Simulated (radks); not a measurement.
Effect of the nuclear size on the lead ion Pb2+, [Hg]. Method: Dirac Kohn-Sham, relativistic LDA (MacDonald-Vosko exchange, VWN5 correlation), spin-unpolarised, spherical densities, finite nucleus; Fermi nuclear charge, rms radius 5.5012 fm; computed with a radial shooting solver on a logarithmic mesh with Libxc functionals. The rms radius is varied about that value; shifts are against it.

rms radius (fm)  total energy shift (eV)  density at nucleus (e/bohr^3)  1s1/2 shift (meV)  2s1/2 shift (meV)  5s1/2 shift (meV)  5p1/2 shift (meV)  6s1/2 shift (meV)  6p1/2 (empty) shift (meV)  7s1/2 (empty) shift (meV)
4.4725                             -44.5                      2.946e+06             -17600              -2680              -32.3              0.749              -3.71                      0.658                     -0.583
4.9841                             -23.0                      2.811e+06              -9120              -1390              -16.7              0.386              -1.92                      0.341                     -0.301
5.5012                                 0                      2.693e+06              0.000              0.000              0.000              0.000              0.000                      0.000                      0.000
5.7983                              13.8                      2.632e+06               5470                831               10.0             -0.230               1.15                     -0.204                      0.181
6.1558                              31.0                      2.565e+06              12300               1860               22.5             -0.514               2.58                     -0.457                      0.405

Slopes of the eigenvalues against <r^2> in GHz/fm^2, as finite differences over the two radii next to the reference (eigenvalue slopes, not the field-shift constants of lines): 1s1/2 402000, 2s1/2 61100, 5s1/2 737, 5p1/2 -17.0, 6s1/2 84.5, 6p1/2 (empty) -15.0, 7s1/2 (empty) 13.3.
